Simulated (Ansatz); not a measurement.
Job for Ansatz (a program for electronic structure): R-CAM-B3LYP/def2-TZVPP on H4O4Ti (SMILES [OH][Ti]([OH])([OH])[OH]).

Ansatz 0.2 input:
```yaml
crystal:
  periodic: [false, false, false]
  atoms:
    - {symbol: Ti, position_ang: [-0.00003448, -0.00000049, -0.00001543]}
    - {symbol: O, position_ang: [1.17964366, 0.87702158, 1.06047363]}
    - {symbol: H, position_ang: [2.13878409, 0.91348166, 1.01673114]}
    - {symbol: O, position_ang: [0.87698744, -1.17966292, -1.06052583]}
    - {symbol: H, position_ang: [0.91349839, -2.13879775, -1.01673223]}
    - {symbol: O, position_ang: [-0.87705909, 1.17969635, -1.06048409]}
    - {symbol: H, position_ang: [-0.91335970, 2.13884480, -1.01676473]}
    - {symbol: O, position_ang: [-1.17965875, -0.87705407, 1.06050237]}
    - {symbol: H, position_ang: [-2.13880156, -0.91352916, 1.01681516]}
basis:
  gaussian:
    orbitals: def2-TZVPP
hamiltonian:
  xc: {name: CAM-B3LYP}
scf: {lower_state_search: off}
```

It printed:

```
WARN ansatz: RAYON_NUM_THREADS=4 ignored (pool sized by the plan → 4); use --threads N
Functional definition: CAM-B3LYP
these checks for a lower state are left out or cut short: stability, starts, cluster_reference, orbital_swaps, neighbouring_geometries, increment
integrals: 0.23 GiB planned
1335 factors; their error is unknown
integrals: 0.27 GiB planned
282 factors; integrals over basis functions are off by at most 1.4e-5 eV
mean field: 1.80 GiB planned
mean field evaluation 1: about -31356.2749 eV, gradient 1.1e2 eV
mean field evaluation 2: about -31192.5398 eV, gradient 3.9e2 eV
mean field evaluation 4: about -31376.3032 eV, gradient 1.7e1 eV
mean field evaluation 8: about -31376.8936 eV, gradient 2.3e-1 eV
mean field evaluation 16: about -31376.8936 eV, gradient 3.3e-5 eV
mean field -31376.89362735 eV, -1153.0795727827 hartree, gradient 5.5e-6 eV, S^2 0.000000; 0 other end points of the search recorded, 0 dependent functions left out
reference -31376.89376541 eV, -1153.0795778564 hartree; 29, 29 occupied and 215, 215 virtual orbitals, 1335 factors
Total energy: -31376.89376541 eV, -1153.0795778564 hartree
Checks for a lower state left out: stability, starts, cluster_reference, orbital_swaps, neighbouring_geometries, increment
```

The run converged.

Cost: roughly 7 core-seconds.
